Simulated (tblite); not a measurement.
A geometry optimisation, step by step.

Species: C₃H₉ClGeSi₂.
SMILES with atom numbers: `[Cl:1][C:2]1=[CH:3][SiH2:4][GeH2:5][CH2:6][SiH2:7]1` (hydrogens: H8 on C3; H9, H10 on Si4; H11, H12 on Ge5; H13, H14 on C6; H15, H16 on Si7)

Computed with GFN2-xTB (tblite), gas phase: L-BFGS steps from a force-field or distance-geometry start until the largest atomic force falls under 0.01 eV/Å. 11 of its 112 geometries are shown.

Step 0: E = -568.5509 eV, largest atomic force 1.322 eV/Å
```
atom  x, y, z in Å  |  force x, y, z in eV/Å
Cl1     0.224   -3.386   -0.735   -0.008   0.349   0.113
C2      0.407   -1.712   -0.228    0.812  -0.138  -0.426
C3      1.475   -1.003   -0.614   -0.918  -0.828   0.143
Si4     1.645    0.762   -0.066    0.368   0.452   0.392
Ge5    -0.430    1.815   -0.217    0.687   0.405  -0.121
C6     -1.712    0.353   -0.119   -0.711   0.118  -0.732
Si7    -0.885   -0.977    0.893   -0.303  -0.471   1.197
H8      2.179   -1.486   -1.255    0.487  -0.034  -0.312
H9      2.101    0.706    1.352    0.050   0.122  -0.364
H10     2.612    1.409   -0.943    0.246   0.032  -0.014
H11    -0.556    2.495   -1.602   -0.239   0.176   0.525
H12    -0.645    2.774    0.972   -0.156  -0.042  -0.534
H13    -1.813   -0.047   -1.151   -0.337   0.290   0.563
H14    -2.690    0.667    0.271    0.272  -0.274  -0.278
H15    -0.107   -0.376    2.013   -0.287  -0.168  -0.065
H16    -1.811   -1.986    1.419    0.037   0.010  -0.087
```

Step 11: E = -568.8294 eV, largest atomic force 0.144 eV/Å
```
atom  x, y, z in Å  |  force x, y, z in eV/Å
Cl1     0.196   -3.371   -0.711    0.036  -0.014  -0.015
C2      0.435   -1.726   -0.193    0.026   0.100   0.055
C3      1.485   -1.026   -0.612   -0.022   0.017  -0.023
Si4     1.747    0.767   -0.087   -0.095  -0.002  -0.074
Ge5    -0.370    1.790   -0.247    0.058   0.127  -0.034
C6     -1.718    0.328   -0.132    0.105   0.096   0.010
Si7    -0.927   -1.032    0.935   -0.057   0.059  -0.029
H8      2.201   -1.475   -1.291   -0.002  -0.022   0.031
H9      2.202    0.770    1.308    0.070   0.056  -0.002
H10     2.754    1.401   -0.944    0.009  -0.063   0.010
H11    -0.660    2.630   -1.481   -0.021  -0.072  -0.047
H12    -0.709    2.812    0.822    0.025  -0.089   0.065
H13    -1.902   -0.045   -1.140   -0.083  -0.037   0.068
H14    -2.663    0.681    0.274    0.036  -0.053  -0.008
H15    -0.228   -0.437    2.085   -0.058  -0.017   0.080
H16    -1.851   -2.059    1.404   -0.030  -0.086  -0.086
```

Step 22: E = -568.8697 eV, largest atomic force 0.166 eV/Å
```
atom  x, y, z in Å  |  force x, y, z in eV/Å
Cl1     0.229   -3.354   -0.677   -0.006  -0.018   0.031
C2      0.439   -1.701   -0.158    0.104  -0.007  -0.002
C3      1.483   -1.008   -0.598    0.064   0.034   0.023
Si4     1.771    0.792   -0.125    0.005   0.025  -0.004
Ge5    -0.350    1.805   -0.282   -0.056  -0.089   0.047
C6     -1.700    0.342   -0.109   -0.006   0.148  -0.076
Si7    -0.951   -1.040    0.953   -0.055  -0.004  -0.091
H8      2.199   -1.474   -1.266   -0.033  -0.017   0.023
H9      2.272    0.862    1.257   -0.030   0.013  -0.029
H10     2.816    1.345   -0.995   -0.068  -0.001  -0.031
H11    -0.714    2.627   -1.513    0.025  -0.028   0.065
H12    -0.683    2.758    0.850    0.053   0.035  -0.038
H13    -1.946   -0.046   -1.099    0.014  -0.004   0.073
H14    -2.625    0.723    0.320    0.036  -0.026   0.013
H15    -0.370   -0.493    2.188   -0.007  -0.040  -0.009
H16    -1.879   -2.130    1.242   -0.039  -0.022   0.005
```

Step 33: E = -568.8902 eV, largest atomic force 0.148 eV/Å
```
atom  x, y, z in Å  |  force x, y, z in eV/Å
Cl1     0.290   -3.366   -0.603    0.027  -0.009   0.024
C2      0.471   -1.694   -0.121   -0.024  -0.119  -0.052
C3      1.518   -1.008   -0.565   -0.029   0.028   0.024
Si4     1.784    0.810   -0.162    0.029   0.062   0.074
Ge5    -0.341    1.802   -0.266    0.000  -0.091   0.000
C6     -1.708    0.361   -0.086    0.014   0.084   0.003
Si7    -0.992   -1.075    0.924    0.064   0.049  -0.057
H8      2.236   -1.493   -1.217   -0.001  -0.005   0.068
H9      2.305    0.960    1.212    0.009  -0.033  -0.144
H10     2.769    1.343   -1.112   -0.040  -0.006   0.040
H11    -0.711    2.610   -1.493   -0.006   0.045  -0.007
H12    -0.590    2.788    0.857   -0.040  -0.003  -0.021
H13    -1.994   -0.004   -1.073    0.031   0.048   0.021
H14    -2.609    0.751    0.381   -0.023  -0.011   0.017
H15    -0.493   -0.604    2.223    0.015  -0.012   0.008
H16    -1.945   -2.171    1.091   -0.025  -0.028   0.002
```

Step 44: E = -568.9072 eV, largest atomic force 0.105 eV/Å
```
atom  x, y, z in Å  |  force x, y, z in eV/Å
Cl1     0.410   -3.423   -0.491   -0.021   0.004   0.038
C2      0.480   -1.719   -0.103    0.040   0.015  -0.032
C3      1.533   -1.019   -0.512    0.013   0.024   0.009
Si4     1.777    0.823   -0.211   -0.015   0.014  -0.024
Ge5    -0.342    1.816   -0.250    0.090   0.054   0.004
C6     -1.719    0.405   -0.045   -0.014  -0.025  -0.007
Si7    -1.040   -1.111    0.870    0.064  -0.029  -0.051
H8      2.313   -1.523   -1.074   -0.022  -0.003   0.032
H9      2.416    1.040    1.093    0.010  -0.031   0.016
H10     2.689    1.343   -1.237   -0.014  -0.028  -0.018
H11    -0.712    2.637   -1.474   -0.009  -0.017   0.024
H12    -0.541    2.827    0.858   -0.048  -0.005   0.025
H13    -2.043    0.096   -1.037   -0.043  -0.008  -0.040
H14    -2.597    0.783    0.472   -0.034   0.027   0.005
H15    -0.616   -0.764    2.231    0.036   0.023   0.027
H16    -2.015   -2.201    0.898   -0.035  -0.016  -0.007
```

Step 56: E = -568.9129 eV, largest atomic force 0.028 eV/Å
```
atom  x, y, z in Å  |  force x, y, z in eV/Å
Cl1     0.455   -3.438   -0.413   -0.007  -0.015   0.003
C2      0.490   -1.719   -0.101    0.005  -0.004   0.010
C3      1.549   -1.021   -0.493   -0.002  -0.007   0.009
Si4     1.779    0.829   -0.232   -0.003  -0.016  -0.015
Ge5    -0.338    1.826   -0.227   -0.024   0.015   0.000
C6     -1.729    0.420   -0.043    0.002   0.008  -0.003
Si7    -1.053   -1.119    0.833   -0.008  -0.012  -0.001
H8      2.355   -1.540   -1.000    0.006   0.010  -0.007
H9      2.470    1.043    1.046    0.009   0.009   0.006
H10     2.643    1.320   -1.310    0.011   0.011  -0.012
H11    -0.711    2.648   -1.447    0.009   0.013   0.005
H12    -0.566    2.828    0.885    0.008  -0.017   0.014
H13    -2.083    0.143   -1.035    0.003  -0.006   0.002
H14    -2.591    0.801    0.502   -0.006  -0.001  -0.010
H15    -0.637   -0.811    2.208   -0.006   0.016  -0.005
H16    -2.042   -2.200    0.815    0.002  -0.004   0.005
```

Step 67: E = -568.9155 eV, largest atomic force 0.036 eV/Å
```
atom  x, y, z in Å  |  force x, y, z in eV/Å
Cl1     0.481   -3.455   -0.349    0.002   0.003  -0.003
C2      0.501   -1.726   -0.083   -0.015  -0.002   0.011
C3      1.561   -1.030   -0.479   -0.028   0.004  -0.011
Si4     1.774    0.827   -0.259    0.026  -0.004  -0.002
Ge5    -0.341    1.822   -0.210   -0.001   0.012   0.003
C6     -1.739    0.421   -0.061    0.002   0.022  -0.012
Si7    -1.065   -1.121    0.813   -0.008   0.010  -0.003
H8      2.376   -1.551   -0.969   -0.001  -0.001   0.015
H9      2.505    1.073    0.989    0.008  -0.002   0.026
H10     2.611    1.310   -1.362    0.003   0.004  -0.034
H11    -0.695    2.704   -1.394   -0.024   0.001   0.009
H12    -0.555    2.773    0.948    0.009  -0.005   0.004
H13    -2.098    0.156   -1.054    0.025  -0.016  -0.020
H14    -2.598    0.801    0.489   -0.013  -0.011  -0.001
H15    -0.677   -0.787    2.190    0.000  -0.019   0.008
H16    -2.049   -2.207    0.780    0.015   0.007   0.010
```

Step 78: E = -568.9212 eV, largest atomic force 0.066 eV/Å
```
atom  x, y, z in Å  |  force x, y, z in eV/Å
Cl1     0.521   -3.458   -0.239   -0.029  -0.003  -0.001
C2      0.499   -1.719   -0.052    0.014  -0.008   0.046
C3      1.562   -1.030   -0.452   -0.037  -0.010  -0.037
Si4     1.783    0.834   -0.321   -0.066  -0.001   0.004
Ge5    -0.334    1.825   -0.177    0.001  -0.013   0.031
C6     -1.738    0.422   -0.107   -0.003  -0.010  -0.020
Si7    -1.092   -1.114    0.797    0.009   0.048  -0.002
H8      2.384   -1.578   -0.896    0.060   0.016  -0.014
H9      2.568    1.111    0.889    0.021   0.015  -0.016
H10     2.551    1.282   -1.489    0.001  -0.009   0.007
H11    -0.733    2.817   -1.256    0.003  -0.010   0.012
H12    -0.505    2.654    1.079   -0.012   0.015  -0.005
H13    -2.038    0.154   -1.118    0.037  -0.011  -0.050
H14    -2.633    0.795    0.388    0.022  -0.004   0.027
H15    -0.749   -0.769    2.183    0.021  -0.009   0.031
H16    -2.054   -2.215    0.760   -0.040  -0.006  -0.016
```

Step 89: E = -568.9299 eV, largest atomic force 0.049 eV/Å
```
atom  x, y, z in Å  |  force x, y, z in eV/Å
Cl1     0.598   -3.469    0.018    0.005   0.020  -0.002
C2      0.518   -1.721    0.029   -0.004   0.020   0.007
C3      1.574   -1.033   -0.391    0.004   0.010   0.010
Si4     1.764    0.841   -0.434   -0.008   0.022   0.016
Ge5    -0.322    1.836   -0.080    0.020   0.013   0.042
C6     -1.718    0.436   -0.161    0.001  -0.001   0.023
Si7    -1.139   -1.122    0.748    0.000  -0.001  -0.004
H8      2.445   -1.581   -0.732   -0.002  -0.027  -0.019
H9      2.715    1.222    0.619   -0.003  -0.014  -0.006
H10     2.370    1.199   -1.723   -0.028  -0.011  -0.004
H11    -0.764    2.951   -1.008    0.029   0.023  -0.021
H12    -0.442    2.503    1.277   -0.017  -0.022  -0.040
H13    -1.931    0.199   -1.203    0.016   0.002   0.009
H14    -2.649    0.789    0.279   -0.015  -0.009  -0.006
H15    -0.905   -0.846    2.172   -0.004   0.002  -0.002
H16    -2.121   -2.196    0.580    0.004  -0.027  -0.003
```

Step 100: E = -568.9332 eV, largest atomic force 0.027 eV/Å
```
atom  x, y, z in Å  |  force x, y, z in eV/Å
Cl1     0.630   -3.457    0.121    0.000  -0.009  -0.006
C2      0.526   -1.711    0.066    0.006   0.006   0.005
C3      1.581   -1.028   -0.363    0.009   0.003  -0.008
Si4     1.754    0.845   -0.470    0.015  -0.019  -0.002
Ge5    -0.313    1.841   -0.034    0.000  -0.002   0.027
C6     -1.709    0.445   -0.174   -0.021  -0.006  -0.012
Si7    -1.158   -1.127    0.729    0.003   0.005   0.003
H8      2.458   -1.585   -0.678   -0.013   0.017   0.010
H9      2.777    1.256    0.502   -0.007  -0.009  -0.017
H10     2.255    1.157   -1.815   -0.005   0.005   0.012
H11    -0.724    3.005   -0.917   -0.009  -0.007  -0.014
H12    -0.444    2.446    1.347    0.006   0.001   0.001
H13    -1.883    0.221   -1.226    0.003   0.003   0.016
H14    -2.658    0.785    0.237    0.012   0.007  -0.012
H15    -0.977   -0.874    2.165   -0.015  -0.006  -0.011
H16    -2.123   -2.209    0.500    0.015   0.011   0.008
```

Step 111: E = -568.9338 eV, largest atomic force 0.010 eV/Å
```
atom  x, y, z in Å  |  force x, y, z in eV/Å
Cl1     0.645   -3.453    0.161   -0.006   0.002   0.002
C2      0.530   -1.708    0.082    0.000  -0.001  -0.001
C3      1.585   -1.026   -0.349    0.000   0.000  -0.001
Si4     1.751    0.845   -0.487    0.000   0.007   0.002
Ge5    -0.308    1.841   -0.013    0.003  -0.003  -0.002
C6     -1.706    0.450   -0.176    0.003  -0.002   0.000
Si7    -1.166   -1.130    0.719   -0.008  -0.006  -0.001
H8      2.467   -1.582   -0.648    0.000   0.003   0.002
H9      2.804    1.269    0.445    0.000  -0.004  -0.001
H10     2.211    1.145   -1.850   -0.003   0.000   0.001
H11    -0.721    3.013   -0.885   -0.003   0.002  -0.003
H12    -0.433    2.430    1.375    0.003   0.000   0.001
H13    -1.865    0.233   -1.232    0.001   0.004  -0.002
H14    -2.659    0.791    0.223    0.003  -0.004   0.003
H15    -1.020   -0.898    2.162    0.003   0.004   0.002
H16    -2.123   -2.211    0.461    0.003  -0.002  -0.002
```

Q: Summarise the path.

A: The energy falls by 0.3828 eV from step 0 to step 111; nine tenths of that is first reached at step 37. It falls at every step. The largest force goes from 1.322 to 0.010 eV/Å. Among the bonds C2–Si7 changes most, from 1.862 to 1.902 Å; the atoms move by 0.714 Å rms after alignment.

What follows is the cost of the whole relaxation. Hardware: an Arm Neoverse V1 with one thread (shared host). Cost: 1.2 s.
